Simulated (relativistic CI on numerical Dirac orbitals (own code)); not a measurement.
**Hyperfine structure of Pb48+, mass number 207**

Method of calculation: Dirac-Coulomb-Breit CI, separate exchange-only KLI orbitals for each configuration, a model potential for QED, unscaled Slater integrals (own radial code, finite nucleus).

Configuration list (outside the closed core [Ar] 3d10): 4s²4p⁴, 4s4p⁵, 4s²4p³4d, 4p⁶, 4s²4p³4f, 4s4p⁴4d, 4s4p⁴4f, 4p⁵4d, 4s²4p²4d4f, 4s4p³4d², 4p⁵4f, 4p⁴4d², 4p³4d³, 4p³4d²4f. Double excitations out of closed p, d and f shells are left out; levels of such configurations are missing from the list, as are those of other unlisted configurations, and high levels can miss mixing partners.

Nuclear spin I = 1/2, μ = 0.5906 μN (tables of Stone and Pyykkö). The electronic factors are computed for point nuclear moments, without core polarisation or the Bohr-Weisskopf and QED corrections.

| Level | E (cm⁻¹) | A (GHz) |
| --- | --- | --- |
| 4s²4p⁴ ³P2 | 0 | 104.6 |
| 4s²4p⁴ ³P1 | 1302363 | -142 |
| 4s²4p⁴ ¹D2 | 1345247 | 354.5 |
| 4s4p⁵ ³P°2 | 2292373 | 829.2 |

Levels with J = 0, under 50 % of one LS term, or S terms without an open s electron are left out. Small factors come from cancelling terms and can be off by tens of per cent or more.

At this charge energies of transitions that change n are usually good to better than 1 %, and those within a shell (Δn = 0) to a few per cent.

Task: Give the hyperfine levels of 4s²4p⁴ ³P1 relative to its centre of gravity.

Result: With K = F(F + 1) − I(I + 1) − J(J + 1), E = AK/2: F = 1/2: 142, F = 3/2: -70.98 GHz.

LS names give the leading component of a level, which can be under half, so a name can repeat, a term be missing and a line seem to break the LS rules.
